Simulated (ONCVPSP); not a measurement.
**How hard is this Fe (Z = 26) ONCV potential?**

ONCVPSP 4.0.1 input, shortened (lines: element, Z, core and valence counts, functional; n l f; lmax; l rc ep ncon nbas qcut; lloc lpopt rc5 dvloc0; l nproj debl; icmod fcfact rcfact), PBE, scalar-relativistic:

```
  Fe 26.00    3    4        4      upf
    1    0    2.00
    2    0    2.00
    2    1    6.00
    3    0    2.00
    3    1    6.00
    3    2    6.00
    4    0    2.00
    3
    0    1.05    0.00    4    8   12.20
    1    1.10    0.00    3    6   14.30
    2    1.20    0.00    5   10   11.00
    3    1.15    0.03    4    8    9.50
    4    4    1.00    3.00
    0    2    3.40
    1    2    1.20
    2    2    3.60
    3    1    0.40
    3    3.50    1.10
```

In the p channel the program set the typed energies aside and used -2.207, 0.250 Ha.

**Question.** For each optimised wave give the share of its norm inside rc, the residual kinetic energy above qcut (Ha) and the cutoffs (Ha) for errors of 10, 1, 0.1 and 0.01 mHa per electron.

**Answer.**

```tsv
wave	norm inside rc	residual KE	10 mHa	1 mHa	0.1 mHa	0.01 mHa
3s	0.807	1.2e-06	41.4	52.2	61.0	68.1
4s	0.029	2.6e-07	27.7	42.8	54.3	63.2
3p	0.789	3.1e-08	24.7	41.4	65.2	78.0
p projector 2	0.050	5.8e-09	19.6	26.9	51.6	70.2
3d	0.643	6.3e-04	49.0	58.7	201.8	265.1
d projector 2	0.083	1.4e-03	50.9	63.0	192.2	310.6
f projector 1	0.000	4.1e-04	0.0	0.1	not reached	not reached
```

The occupied waves need 59 Ha and 202 Ha for 1 and 0.1 mHa. Rows with under 1 % of the norm inside rc give no meaningful cutoff.
